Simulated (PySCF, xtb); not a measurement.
C4H2BrF, SMILES C#C/C=C(\F)Br.

Harmonic wavenumbers (cm⁻¹) from xtb 6.7.1 with GFN2-xTB at its own minimum, in rising order: 110, 116, 252, 308, 365, 375, 471, 637, 644, 758, 804, 990, 1056, 1244, 1652, 2250, 3087, 3399.

### Question
What does PBE-D3(BJ)/def2-SVP in PySCF give at its own minimum? (An estimate is asked for; the answer gives what the named calculation found.)

### Answer
120, 122, 274, 342, 409, 418, 546, 596, 664, 780, 802, 1003, 1076, 1296, 1642, 2148, 3123, 3408. Paired by order, the mean absolute difference is 31 cm⁻¹ and the zero-point energies are 26.5 and 26.8 kcal/mol.
